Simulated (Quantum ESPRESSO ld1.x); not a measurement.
Q: These are the eigenvalues of the occupied orbitals of an atom or ion with whole-number occupations (hartree). Calculated with ld1.x of Quantum ESPRESSO 7.5: non-relativistic Kohn-Sham, LDA (Slater exchange, Perdew-Zunger correlation), spin-polarised, spherical densities, point nucleus.

orbital  eigenvalue
1s down    -674.826
1s up      -674.826
2s up      -93.8163
2s down    -93.8073
2p up      -86.3458
2p down    -86.3390
3s up      -16.4599
3s down    -16.4536
3p up      -13.6194
3p down    -13.6125
3d up      -8.40872
3d down    -8.39944
4s up      -3.08736
4s down    -3.04052
4p up      -2.28767
4p down    -2.23801
4d up      -1.07513
7d up      -0.13945

Which element is it, and in what charge state? The configuration may be excited. Open shells, if any, are filled with parallel spins first.

A: Z = 41, niobium, charge +2: Nb2+ in [Kr] 4d2 7d1. The list shows which subshells hold electrons but not how many an open one holds; the 1s level, -674.83 hartree, gives Z - s = 36.7 by -(Z - s)^2/2, which with screening narrows Z to a few neighbours, and the depths of the outer levels then fix element, charge and occupations together.
